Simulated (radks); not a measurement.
Removal energies from the neodymium ion Nd4+, [Xe] 4f(5/2: 2, 7/2: 0), by Delta-SCF beside the eigenvalue of the level emptied. Method: Dirac Kohn-Sham, BLYP, spin-unpolarised, spherical densities, finite nucleus; Fermi nuclear charge, rms radius of each element as measured or else 0.836 A^(1/3) + 0.57 fm; computed with a radial shooting solver on a logarithmic mesh with Libxc functionals. Sub-shells are occupied by j as written (lower j first in brackets).

| removed from | final configuration | Delta-SCF (eV) | -eigenvalue (eV) |
|---|---|---|---|
| 4f5/2 | [Xe] 4f(5/2: 1, 7/2: 0) | 60.220 | 49.765 |
| 5p3/2 | [Kr] 4d10 4f(5/2: 2, 7/2: 0) 5s2 5p(1/2: 2, 3/2: 3) | 67.889 | 61.150 |
| 5p1/2 | [Kr] 4d10 4f(5/2: 2, 7/2: 0) 5s2 5p(1/2: 1, 3/2: 4) | 71.905 | 64.928 |
| 5s1/2 | [Kr] 4d10 4f(5/2: 2, 7/2: 0) 5s1 5p6 | 90.195 | 82.713 |
